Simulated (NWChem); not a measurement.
C2H4BNO2; SMILES COBN=C=O

```xyz
10

B     -0.5405    -0.5532     0.0001
H     -1.7218    -0.8243    -0.0014
N     -0.1150     0.8045     0.0014
C      0.0200     1.9919     0.0002
O      0.1788     3.1489    -0.0009
O      0.3963    -1.5147     0.0007
C      0.0804    -2.8829    -0.0009
H      0.5272    -3.3587    -0.8871
H      0.5073    -3.3569     0.8962
H     -1.0086    -3.0537    -0.0127
```
Atoms are numbered in this order, from 1.

All runs: NWChem. Medium grid unless said otherwise, to which SCAN and Minnesota functionals are sensitive. Structure relaxed at the PBE0/def2-SVP level. Total energies of different functionals are on different scales.

```json
[
 {"level": "PBE/def2-SVP", "energy (Ha)": "-308.1657", "highest occupied level (eV)": "-6.91", "orbital gap (eV)": "5.44", "dipole (D)": "3.03"},
 {"level": "B3LYP/def2-SVP", "energy (Ha)": "-308.5285", "highest occupied level (eV)": "-8.08", "orbital gap (eV)": "7.37", "dipole (D)": "3.19"},
 {"level": "LDA (Slater exchange, VWN5)/def2-SVP", "energy (Ha)": "-306.0263", "highest occupied level (eV)": "?", "orbital gap (eV)": "?", "dipole (D)": "?"},
 {"level": "PW6B95/def2-SVP", "energy (Ha)": "-308.8904", "highest occupied level (eV)": "-8.47", "orbital gap (eV)": "7.97", "dipole (D)": "3.24"},
 {"level": "r2SCAN/def2-SVP", "energy (Ha)": "-308.3531", "highest occupied level (eV)": "-7.29", "orbital gap (eV)": "6.09", "dipole (D)": "3.20"},
 {"level": "BLYP/def2-SVP", "energy (Ha)": "-308.4445", "highest occupied level (eV)": "-6.73", "orbital gap (eV)": "5.45", "dipole (D)": "3.00"}
]
```

Question: Complete the blanks.

Answer: 
- LDA (Slater exchange, VWN5)/def2-SVP, highest occupied level (eV): -7.08
- LDA (Slater exchange, VWN5)/def2-SVP, orbital gap (eV): 5.35
- LDA (Slater exchange, VWN5)/def2-SVP, dipole (D): 3.14
